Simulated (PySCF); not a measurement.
C₅H₅Cl.

```xyz
11

C     -0.9121    -3.1009     0.0000
C      0.0659    -2.2325     0.0000
C      1.0532    -1.3533     0.0000
C      0.9286     0.1059     0.0000
C     -0.2361     0.7780     0.0000
Cl    -0.3203     2.5039     0.0000
H     -1.3396    -3.4832     0.9362
H     -1.3396    -3.4832    -0.9362
H      2.0786    -1.7469     0.0000
H      1.8632     0.6755     0.0000
H     -1.2148     0.2887     0.0000
```
Charge 0, spin multiplicity 1.

Geometry optimised at r2SCAN-D4/def2-SVP. The structure was generated by enumeration; whether it is a known compound was not checked. The values are those of a single conformer.

All values below come from PBE/pcSseg-1 (PySCF). Non-relativistic, no solvent.

Computed absolute GIAO shielding of each atom: isotropic value and principal components (ppm):
```csv
atom,σ(iso),σ11,σ22,σ33,span
C1,97.6,8.7,124.5,159.5,150.8
C2,-43.3,-60.5,-44.5,-25.0,35.5
C3,87.6,6.6,108.1,148.0,141.3
C4,51.0,-50.9,66.6,137.3,188.2
C5,43.0,-52.8,65.8,115.8,168.6
Cl6,676.0,458.3,683.7,885.9,427.6
H7,25.8,24.3,24.3,28.9,4.6
H8,25.8,24.3,24.3,28.9,4.6
H9,25.5,22.7,26.5,27.4,4.7
H10,25.5,23.5,24.1,29.0,5.5
H11,24.7,20.2,24.3,29.6,9.4
```
